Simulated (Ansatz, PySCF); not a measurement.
C3S2, SMILES C(=C=S)=C=S.

The structure is a stationary point at PBE0-D3(BJ)/def2-SVP.

Vertical ionisation energy (IE) and electron affinity (EA) in eV. Rows of orbital energies are one-electron estimates. Where ΔSCF, EOM or ADC give a negative EA the extra electron is unbound and the value depends on the basis.

| level | IE | EA |
|---|---|---|
| −ε(HOMO), −ε(LUMO), HF/def2-TZVP (PySCF) | 9.20 | 0.00 |
| −ε(HOMO), −ε(LUMO), PBE/def2-TZVP (PySCF) | 6.34 | 3.61 |
| ΔSCF, CAM-B3LYP/def2-SVPD (Ansatz), final states of multiplicity 2 and 2 | 9.09 | 1.47 |
| ΔSCF, PBE/def2-SVPD (Ansatz), final states of multiplicity 2 and 2 | 9.14 | 1.09 |

Problem. What vertical singlet–triplet gap does ΔSCF give with CAM-B3LYP/def2-SVPD (Ansatz, a quantum-chemistry and plane-wave program) and with PBE/def2-SVPD (Ansatz)? (The exact figures need the calculation; the answer reports its results.)

Solution. 2.11 and 2.35 eV (triplet above singlet where positive).
